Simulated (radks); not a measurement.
The numbers below are computed, except where a source is named.
N+, configuration [He] 2s2 2p2 (the NIST ground configuration).

Code: a radial shooting solver on a logarithmic mesh with Libxc functionals. Model: scalar-relativistic Kohn-Sham, r2SCAN, spin-polarised, spherical densities, finite nucleus; open shells are filled with parallel spins first; meta-GGA in the generalised Kohn-Sham scheme; Fermi nuclear charge, rms radius 2.5582 fm.

Energy parts (eV):
part                     energy
total                 -1470.715
kinetic                1468.686
electron-nucleus      -3376.071
Hartree                 608.113
exchange-correlation   -171.442

Orbitals (lengths in bohr, moments of r in powers of bohr; <r^-3> diverges for s and p1/2; r(90%) holds 90 % of the orbital's charge):
| orbital | occ. | eigenvalue (eV) | <r^-3> | r(90%) | <1/r> |
|---|---|---|---|---|---|
| 1s up | 1 | -406.6399 | - | 0.411 | 6.640 |
| 1s down | 1 | -405.0143 | - | 0.409 | 6.663 |
| 2s up | 1 | -35.2882 | - | 1.93 | 1.179 |
| 2s down | 1 | -30.2415 | - | 2.02 | 1.126 |
| 2p up | 2 | -22.5203 | 3.945 | 2.08 | 1.058 |
| 2p down | 0 | -17.5525 | 3.499 | 2.25 | 0.9988 |

The highest occupied level is 2p up at -22.520 eV. Spin moment in Bohr magnetons: 2. Summed over all electrons, <r^2> = 7.789 bohr^2, which gives a Langevin (diamagnetic) susceptibility term of -6.17 x 10^-6 cm^3/mol. The electron density at the nucleus is 212.4 e/bohr^3 (large components only).
